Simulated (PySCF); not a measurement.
B3LYP has the VWN-RPA correlation part, as in Gaussian. Delta-SCF ions had no search for a lower state. Excitations are Tamm–Dancoff values on a coarser integration grid. The basis has no diffuse functions, so Rydberg states are missing or too high.

**H$_{4}$GeO$_{3}$S, SMILES `[OH][Ge]([OH])([OH])[SH]` (charge 0, multiplicity 1)**

Calculation: PySCF with B3LYP-D3(BJ)/def2-TZVP.

```
Item                                                               Value
-------------------------------------------  ---------------------------
HOMO                                                            -7.61 eV
dipole moment                                                     0.58 D
HOMO–LUMO gap                                                    6.75 eV
LUMO                                                            -0.85 eV
S1 excitation (TDA)                                              5.64 eV
S1 oscillator strength                                             0.016
brightest of the four lowest singlets (TDA)                      7.05 eV
T1 excitation (TDA)                                              5.19 eV
S1–T1 gap (TDA)                                                  0.45 eV
vertical ionisation energy (Delta-SCF)                          10.13 eV
total energy                                               -2703.5821 Ha
cost                                         very roughly 3 core-minutes
```

```xyz
9

O      0.5032    -1.4090    -1.0146
Ge    -0.0094    -0.0025    -0.0706
O     -0.1897    -0.5826     1.5920
O     -1.5154     0.5050    -0.8640
S      1.3683     1.7293     0.0338
H      0.1931    -1.3662    -1.9262
H     -0.4217    -1.5187     1.6125
H     -1.8419     1.3533    -0.5450
H      1.9135     1.2914     1.1821
```
Charge 0, spin multiplicity 1.
